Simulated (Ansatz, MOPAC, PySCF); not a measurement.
Bond stretch in GaH, singlet.

- PM3, restricted, heats of formation (MOPAC)
- UMP2/3-21G = unrestricted MP2 (frozen core)/3-21G run with PySCF
- RMP2/3-21G = restricted MP2 (frozen core)/3-21G (PySCF)
- FCI = full CI/aug-cc-pVDZ, cores with 3d frozen run with Ansatz (an electronic-structure program)

Energies relative to the lowest point of each curve near equilibrium, in kJ/mol; the last columns give the difference from FCI:

| R / Å | PM3 | UMP2/3-21G | RMP2/3-21G | FCI | PM3 − FCI | UMP2/3-21G − FCI | RMP2/3-21G − FCI |
|---|---|---|---|---|---|---|---|
| 1.24 | 161.8 | 171.4 | 167.1 | 181.9 | -20.1 | -10.5 | -14.8 |
| 1.35 | 86.9 | 83.8 | 81.9 | 86.5 | 0.4 | -2.7 | -4.6 |
| 1.44 | 41.2 | 40.1 | 40.1 | 40.9 | 0.4 | -0.7 | -0.7 |
| 1.50 | 19.9 | 22.1 | 22.1 | 21.8 | -1.8 | 0.3 | 0.3 |
| 1.56 | 6.3 | 10.2 | 10.2 | 9.5 | -3.2 | 0.6 | 0.6 |
| 1.62 | 0.0 | 3.1 | 3.1 | 2.6 | -2.6 | 0.4 | 0.4 |
| 1.68 | 0.1 | 0.0 | 0.0 | 0.0 | 0.1 | 0.0 | 0.0 |
| 1.74 | 5.3 | 0.2 | 0.2 | 0.7 | 4.6 | -0.5 | -0.5 |
| 1.79 | 12.2 | 2.4 | 2.4 | 3.2 | 9.0 | -0.8 | -0.8 |
| 1.82 | 17.1 | 4.5 | 4.5 | 5.5 | 11.6 | -1.0 | -1.0 |
| 1.95 | 40.3 | 18.9 | 18.9 | 19.8 | 20.5 | -0.9 | -0.9 |
| 2.06 | 58.2 | 35.8 | 35.8 | 35.8 | 22.5 | 0.1 | 0.1 |
| 2.26 | 85.0 | 72.3 | 72.3 | 68.8 | 16.2 | 3.5 | 3.5 |
| 2.51 | 119.4 | 136.2 | 120.6 | 110.9 | 8.5 | 25.3 | 9.7 |
| 2.78 | 162.5 | 179.5 | 170.7 | 152.6 | 9.9 | 26.9 | 18.1 |
| 3.00 | 198.4 | 199.7 | 208.3 | 181.9 | 16.5 | 17.8 | 26.4 |
| 3.33 | 249.2 | 216.4 | 258.0 | 216.8 | 32.4 | -0.4 | 41.2 |
| 3.65 | 295.0 | 224.5 | 297.9 | 240.5 | 54.5 | -16.0 | 57.4 |
| 4.17 | 362.3 | 230.1 | 343.7 | 261.8 | 100.5 | -31.7 | 82.0 |
| 4.54 | 403.7 | 231.7 | 361.2 | 268.5 | 135.2 | -36.8 | 92.7 |
| 4.93 | 440.9 | 232.5 | 366.5 | 271.8 | 169.0 | -39.3 | 94.7 |
| 5.92 | 507.4 | 233.1 | 334.8 | 274.1 | 233.3 | -41.0 | 60.7 |
| 6.65 | 537.3 | 233.2 | 289.2 | 274.4 | 262.9 | -41.1 | 14.8 |

PM3 is furthest from FCI at 6.65 (262.9 kJ/mol, above); its mean absolute difference over the points is 49.4 kJ/mol.

UMP2/3-21G is furthest from FCI at 6.65 (-41.1 kJ/mol, below); its mean absolute difference over the points is 13.0 kJ/mol.

RMP2/3-21G is furthest from FCI at 4.93 (94.7 kJ/mol, above); its mean absolute difference over the points is 22.9 kJ/mol.

The restricted form behind PM3, RMP2/3-21G keeps the bonding electrons paired and can't separate into open-shell fragments. The unrestricted determinant behind UMP2/3-21G is spin-contaminated at 1.24 to 1.35, 2.51 to 6.65 Å (<S²> up to 1.0, against 0.00 for a pure singlet).
